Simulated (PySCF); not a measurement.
Compound: C5H2FO3S (doublet state).
Numbering: `[O:1]=[C:2][O:3][C:4]1=[CH:5][S:6][C@@H:7]([F:8])[C:9]1=[O:10]` (hydrogens: H11 on C5; H12 on C7)

Cartesian coordinates in Å at the GFN2-xTB level; atoms count from 1:
```
atom  x, y, z in Å
O1     3.291    0.494   -0.199
C2     2.840   -0.524    0.230
O3     1.667   -1.018    0.378
C4     0.503   -0.285    0.072
C5     0.449    0.898   -0.573
S6    -1.125    1.569   -0.760
C7    -1.904    0.124    0.049
F8    -2.733   -0.510   -0.817
C9    -0.771   -0.832    0.516
O10   -0.992   -1.838    1.130
H11    1.287    1.457   -0.950
H12   -2.510    0.465    0.897
```

The hyperfine couplings belong to this conformer and change with its torsions.

Method: UKS B3LYP, pcH-1 on C F H O S, non-relativistic, mean-field spin-orbit, GIAO (PySCF 2.14.0). Geometry: GFN2-xTB, one conformer, isolated molecule. Couplings are sensitive to structure, and on GFN2-xTB geometries they can be far from those on DFT ones. No stability test was run, so a lower SCF solution isn't excluded.

(1) What is the g tensor, term by term?

(2) At 9.639 GHz, how far is the centre of the isotropic spectrum from where a free electron (g = 2.002319) resonates?

(3) What are the electron Larmor frequencies g μB B/h along the three axes at 350 mT?

(4) In a frozen sample, at which fields do the three g values resonate at 9.5, 34, 94 and 263 GHz (hyperfine left aside), and which band first spreads them over more than twice a line width of 1.0 mT?

## Answers

(1) 
| Δg (ppm) | 1 | 2 | 3 |
| --- | --- | --- | --- |
| relativistic mass correction | -245 | -245 | -245 |
| gauge correction | 50 | 21 | -186 |
| orbital Zeeman/spin–orbit | -3917 | -388 | 1844 |
| total | -4112 | -612 | 1413 |

So g = 1.99821, 2.00171, 2.00373 and g_iso = 2.00122; the tensor is rhombic: the two nearest values differ by 37 % of g3 − g1. 

(2) B = hν/(g μB) with μB/h = 13.99624 MHz/mT gives 343.94 mT for the free electron and 344.13 mT at g_iso, 0.19 mT higher.

(3) 9.7886, 9.8057, 9.8157 GHz for g1, g2 and g3, a range of 27.1 MHz.

(4) 
| band | GHz | B(g3) mT | B(g2) mT | B(g1) mT | spread mT |
| --- | --- | --- | --- | --- | --- |
| X | 9.5 | 338.74 | 339.09 | 339.68 | 0.94 |
| Q | 34.0 | 1212.35 | 1213.58 | 1215.70 | 3.35 |
| W | 94.0 | 3351.79 | 3355.18 | 3361.06 | 9.27 |
| J | 263.0 | 9377.88 | 9387.36 | 9403.81 | 25.93 |

The spread grows in proportion to the frequency. Q band is the first where it exceeds 2.0 mT.

Largest spin populations (Mulliken): C2 (+0.72), O1 (+0.20) and C4 (+0.07).

The HOMO–LUMO gaps are 3.67 eV among the α and 4.23 eV among the β orbitals.

Hardware: one thread, Arm Neoverse V1 (aarch64), on a shared host. Cost: 2.0 min of wall time (with the writing of density and orbital grids), 0.97 GiB resident at most.
